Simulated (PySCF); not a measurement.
Computed shifts of a molecule C₅H₇F, PBE0/pcSseg-1 in PySCF, GIAO, gas phase, atoms alike by connectivity averaged where their shifts nearly agree, in ppm (number of nuclei): ¹³C: 85.9 (1), 85.6 (1), 85.5 (1), 34.3 (1), 10.2 (1). ¹⁹F: -218.1 (1). ¹H: 5.54 (1), 2.77 (1), 2.21 (1), 1.66 (1), 1.51 (3). References: ¹³C against TMS (σ = 186.3 ppm); ¹⁹F against CFCl3 (σ = 167.2 ppm); ¹H against TMS (σ = 31.56 ppm), references at their B3LYP-D3(BJ)/def2-TZVP geometries, non-relativistic. Geometry optimised at B3LYP-D3(BJ)/def2-SVP. The values are those of a single conformer.

Q: Which molecule gave these data?
(A) CC(C)=C=CF
(B) C#C[C@H](F)CC
(C) C/C=C/C=C\F
(D) CC#C[C@@H](C)F

A: B, C#C[C@H](F)CC
